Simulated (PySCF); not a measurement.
B3LYP has the VWN-RPA correlation part, as in Gaussian. 

Species: C3H6Si, SMILES `[SiH3]C1=CC1` (charge 0, multiplicity 1).

**Question.** What HOMO, LUMO and dipole moment does B3LYP-D3(BJ)/def2-TZVP (PySCF) give?

**Answer.** 
* **HOMO**: -7.14 eV
* **LUMO**: -0.77 eV
* **dipole moment**: 0.55 D
